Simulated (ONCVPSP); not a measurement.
Transferability test, ONCV potential for Cr

- Element: Cr (Z = 24)
- Generator: ONCVPSP 4.0.1
- Type: optimised norm-conserving Vanderbilt (ONCV)
- Functional: Wu-Cohen
- Relativity: scalar-relativistic
- Frozen core: [Ne]
- Valence charge: 14
- Reference configuration: 3s2 3p6 3d5 (charge +1)
- Partial waves: 3s: rc 1.30 bohr, ncon 5, nbas 9, qcut 11.4 1/bohr, 2 projectors, debl 3.3 Ha; 3p: rc 1.15 bohr, ncon 5, nbas 8, qcut 13.7 1/bohr, 1 projector; 3d: rc 1.70 bohr, ncon 4, nbas 8, qcut 10.4 1/bohr, 3 projectors, debl 3.1 Ha
- Local potential: polynomial inside 1.10 bohr (lpopt 5, dvloc0 9.5 Ha)
- Core correction: Teter function, fcfact 3, rcfact 1.2

Energies are relative to the spin-unpolarised reference configuration 3s2 3p6 3d5; without spin polarisation the order of configurations can differ from experiment.

```csv
valence configuration,charge,ΔE all-electron (eV),error AE − PS (meV)
3s2 3p6 3d4,+2,16.016,+12
3s2 3p6 3d3,+3,46.752,+124
3s2 3p6 3d5 4s0.5,+0.5,-4.142,+1.4
```

Question: What are ΔE and the potential's error for 3s2 3p6 3d5 4s1?

Answer: ΔE = -6.842 eV all-electron; the error (AE − PS) is +3.7 meV.

Levels in the configuration 3s2 3p6 3d3:

```
level  all-electron (eV)  pseudo (eV)
   3s           -112.523     -112.407
   3p            -83.672      -83.577
   3d            -39.121      -38.899
```
